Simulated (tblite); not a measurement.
C₅H₁₀GeSi.
Geometry (GFN2-xTB, Å), atoms numbered from 1 in this order:
```xyz
17
C5H10GeSi angstrom
C     -2.1336    2.7283    0.2322
C     -1.4917    1.7458   -0.0118
C     -0.7351    0.5505   -0.2684
Ge    -1.9101   -1.0256   -0.0032
Si     0.7964    0.4939    0.8832
C      1.7687   -1.0669    0.4809
C      3.0752   -1.1084    0.2769
H     -2.6838    3.5999    0.4261
H     -0.4044    0.5583   -1.3117
H     -2.2555   -1.2115    1.4408
H     -1.2690   -2.2949   -0.4840
H     -3.2013   -0.8691   -0.7502
H      1.6064    1.6945    0.6471
H      0.3366    0.4535    2.2787
H      1.2102   -1.9964    0.4254
H      3.6050   -2.0234    0.0575
H      3.6793   -0.2165    0.3200
```

Computed with GFN2-xTB (tblite): harmonic, unscaled wavenumbers at the GFN2-xTB geometry, gas phase. Against measured fundamentals such values can be off by several per cent, at times by over 20. Modes of hydrogen on germanium and silicon can be 10 to 20 % off. One conformer, not necessarily the lowest.

Harmonic wavenumbers (cm⁻¹): 25.5, 37.4, 88.7, 96.1, 128.1, 152.3, 177.9, 287.4, 329.7, 366.8, 429.6, 443.2, 487.6, 507.2, 564.8, 605.2, 615.5, 677.4, 688.2, 728.6, 767.8, 773.2, 788.4, 854.8, 863.9, 920.6, 1004.8, 1018.6, 1023.7, 1028.2, 1164.8, 1269.5, 1419.2, 1670.4, 1944.4, 2032.4, 2054.3, 2204.9, 2229.5, 2269.7, 2901.2, 3002.0, 3072.6, 3101.6, 3394.1.

A = 1773, B = 931.1, C = 641.4 MHz; mass 171.976 u (most abundant isotopes); point group C1, symmetry number 1.

Problem. Zero-point energy?

Solution. ½Σν̃ = 25106 cm⁻¹ = 300.33 kJ/mol.

Problem. What is S at 298.15 K and 1 bar for an ideal gas of classical rigid rotors and harmonic oscillators?

Solution. Translation 173.05, rotation 125.92, vibration 156.83: S = 455.8 J/(mol K).

Problem. And Cp and H(298.15 K) − H(0)?

Solution. Cp = 179.77 J/(mol K), of which vibrations give 146.51 (their classical limit is 45 R = 374.2); H(298.15 K) − H(0) = 32.96 kJ/mol without the zero-point energy, 23.04 from vibrations.

Problem. What must be added to the electronic energy to get the Gibbs energy at 298.15 K and 1 bar?

Solution. ZPE + [H(298.15 K) − H(0)] − T·S = 300.33 + 32.96 − 135.90 = 197.39 kJ/mol.

Problem. Blend soft modes into free rotors: weight 1/[1 + (100 cm⁻¹/ν̃)⁴] for the oscillator and the rest for a rotor with moment μB/(μ + B), μ = h/(8π²ν), B = 10⁻⁴⁴ kg m². What vibrational entropy results?

Solution. 138.56 J/(mol K) in place of 156.83, which changes −T·S at 298.15 K by +5.45 kJ/mol.

Problem. How do the functions run with temperature in this model?

Solution. 
| T (K) | S (J/(mol K)) | Cp (J/(mol K)) | H − H(0) (kJ/mol) | G − H(0) (kJ/mol) | ln q(vib) |
| --- | --- | --- | --- | --- | --- |
| 150 | 357.9 | 111.3 | 11.27 | -42.42 | 4.81 |
| 250 | 426.0 | 158.9 | 24.79 | -81.71 | 8.05 |
| 400 | 514.0 | 216.5 | 53.22 | -152.38 | 12.68 |
| 600 | 612.1 | 266.8 | 101.92 | -265.31 | 18.43 |
| 900 | 729.9 | 313.6 | 189.58 | -467.32 | 26.07 |

q(vib) and H(0) count from the zero-point level.

Problem. Which modes carry the vibrational entropy at 298.15 K?

Solution. 25.5 cm⁻¹: 25.74; 37.4 cm⁻¹: 22.56; 88.7 cm⁻¹: 15.43; 96.1 cm⁻¹: 14.78; 128.1 cm⁻¹: 12.44; 152.3 cm⁻¹: 11.06 J/(mol K); the other 39 give 54.81 together.

Hindered rotation and anharmonicity are outside this model. Other conformers, if any are populated, would add a mixing term that is left out. The structure is chiral; the term R ln 2 for an equal mix with its mirror image is left out.

Hardware: one thread of an Arm Neoverse N1, on a shared host. Cost: 1.1 s. The figure is for the frequency step alone.
